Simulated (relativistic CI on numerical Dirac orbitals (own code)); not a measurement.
**Te³³⁺: q coefficients and field-shift factors**

Method of calculation: Dirac-Coulomb-Breit CI, separate exchange-only KLI orbitals for each configuration, derivatives by finite differences, unscaled Slater integrals, QED left out (own radial code, finite nucleus).

Configuration list (outside the closed core [Ne]): 3s²3p⁶3d, 3s²3p⁵3d², 3s3p⁶3d², 3s²3p⁶4s, 3s²3p⁶4p, 3p⁶3d³, 3p⁵3d⁴. Double excitations out of closed p, d and f shells are left out; levels of such configurations are missing from the list, as are those of other unlisted configurations, and high levels can miss mixing partners.

With x = (α/α₀)² − 1 an excitation energy changes as ω = ω₀ + qx; K = 2q/ω₀ is the relative enhancement. Terms are leading LS components, so labels can repeat. The field-shift factor is F = δν/δ⟨r²⟩ for the transition from the lowest level.

Lowest level 3s²3p⁶3d ²D3/2.

```tsv
Level	ω₀ (cm⁻¹)	q (cm⁻¹)	K	F (GHz/fm²)
3s²3p⁶3d ²D5/2	112203	112300	2	0.935
3s²3p⁵3d² ⁴D°1/2	1248231	58730	0.0941	3.46
3s²3p⁵3d² ⁴D°3/2	1258737	51030	0.0811	3.52
3s²3p⁵3d² ⁴F°5/2	1294409	54360	0.084	3.66
3s²3p⁵3d² ⁴G°7/2	1319503	45140	0.0684	3.59
3s²3p⁵3d² ⁴D°5/2	1356280	136800	0.202	4.25
3s²3p⁵3d² ⁴G°9/2	1382111	144400	0.209	4.45
3s²3p⁵3d² ⁴D°7/2	1382999	158600	0.229	4.39
3s²3p⁵3d² ⁴P°3/2	1399734	81390	0.116	3.49
3s²3p⁵3d² ²D°3/2	1409645	145700	0.207	4.21
3s²3p⁵3d² ⁴P°5/2	1419004	152700	0.215	4.42
3s²3p⁵3d² ⁴G°11/2	1421075	171700	0.242	4.78
3s²3p⁵3d² ²G°7/2	1442456	148200	0.205	4.45
```

At this charge energies of transitions that change n are usually good to better than 1 %, and those within a shell (Δn = 0) to a few per cent.
